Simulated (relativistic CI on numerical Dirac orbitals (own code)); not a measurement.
## Hyperfine structure of Rb²⁸⁺, mass number 87

Method of calculation: Dirac-Coulomb-Breit CI, KLI orbitals optimised for each configuration, a model potential for QED, unscaled Slater integrals (own radial code, finite nucleus).

Configuration list (outside the closed core 1s2): 2s²2p⁵, 2s2p⁶, 2p⁶3s, 2p⁶3p, 2p⁶3d, 2s²2p⁴3s, 2s²2p⁴3p, 2s²2p⁴3d, 2s2p⁵3s, 2s2p⁵3p, 2s2p⁵3d, 2s²2p⁴4s, 2s²2p⁴4p, 2s²2p⁴4d, 2s²2p⁴4f, 2s2p⁵4s. Levels of other configurations are missing.

Nuclear spin I = 3/2, μ = 2.75129 μN, Q = 0.1335 b (tables of Stone and Pyykkö). The electronic factors are computed for point nuclear moments, without core polarisation or the Bohr-Weisskopf and QED corrections.

| Level | E (Ry) | A (GHz) | B (GHz) |
| --- | --- | --- | --- |
| 2s²2p⁵ ²P°3/2 | 0.000 | 156.6 | -20.9 |
| 2s²2p⁵ ²P°1/2 | 4.596 | 867.9 |  |
| 2s2p⁶ ²S1/2 | 18.437 | 2805 |  |
| 2s²2p⁴3s ⁴P5/2 | 134.710 | 268.2 | 8.53 |
| 2s²2p⁴3s ²P3/2 | 135.089 | 35.24 | 3.17 |
| 2s²2p⁴3s ⁴P3/2 | 139.121 | 213.3 | -11 |
| 2s²2p⁴3s ²P1/2 | 139.425 | -264.8 |  |
| 2s²2p⁴3p ²P°1/2 | 139.509 | 242.7 |  |

Levels with J = 0, under 50 % of one LS term, or S terms without an open s electron are left out. Small factors come from cancelling terms and can be off by tens of per cent or more.

At this charge energies of transitions that change n are usually good to better than 1 %, and those within a shell (Δn = 0) to a few per cent.

(1) Give the hyperfine levels of 2s²2p⁵ ²P°1/2 relative to its centre of gravity.

Results:

(1) With K = F(F + 1) − I(I + 1) − J(J + 1), E = AK/2: F = 1: -1085, F = 2: 651 GHz.

LS names give the leading component of a level, which can be under half, so a name can repeat, a term be missing and a line seem to break the LS rules.
